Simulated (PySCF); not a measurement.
**Exercise with solution: oscillator strength and radiative lifetime**

ethenoxy(methyl)silane (C3H8OSi), SMILES C=CO[SiH2]C.

Geometry optimised at B3LYP-D3(BJ)/def2-SVP. The values are those of a single conformer.

PySCF with TDDFT-B3LYP/def2-SVPD puts the first singlet state with f over 0.02 at 6.56 eV (vertical), with the transition dipole (0.000, 0.000, -0.418) in atomic units.

Find the oscillator strength, the wavelength and the radiative lifetime that this transition would have in vacuum if emission retraced absorption.


|μ|² = 0.1747 au, so |μ| = 1.06 D. ΔE = 6.56/27.211 = 0.2411 hartree. f = (2/3) ΔE |μ|² = 0.028 (the program prints 0.028).
λ = 1239.84/6.56 = 189 nm; ν = 52910 cm⁻¹.
Einstein's coefficient A = 0.6670 ν² f s⁻¹ (ν in cm⁻¹) = 5.2e7 s⁻¹, so τ = 1/A = 19 ns. This state is S3; the lower singlets have f = 0.008, 0.002. The figure is the radiative limit of this one transition; relaxation, internal conversion, crossing to triplets and a medium change what is measured.
